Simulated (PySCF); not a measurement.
All values below come from PBE-D3(BJ)/def2-TZVP // PBE-D3(BJ)/def2-SVP run with PySCF. All species are isolated molecules in the gas phase. Excitations are Tamm–Dancoff values on a coarser integration grid. The basis has no diffuse functions, so Rydberg states are missing or too high.

Reference species (SMILES): `N#Cc1cc2cc([SiH3])ccc2s1` (neutral, multiplicity 1).

```
Item                  Result
-------------------  -------
T1 excitation (TDA)  2.78 eV
dipole moment         4.27 D
```

Changed species: `c1c(c([SiH3])cc2c1scc2)C#N`.

**Question.** Give the shifts of the T1 excitation (TDA) and dipole moment.

**Answer.** the T1 excitation (TDA) rises by 0.14 eV, to 2.92 eV; the dipole moment rises by 1.33 D, to 5.60 D.
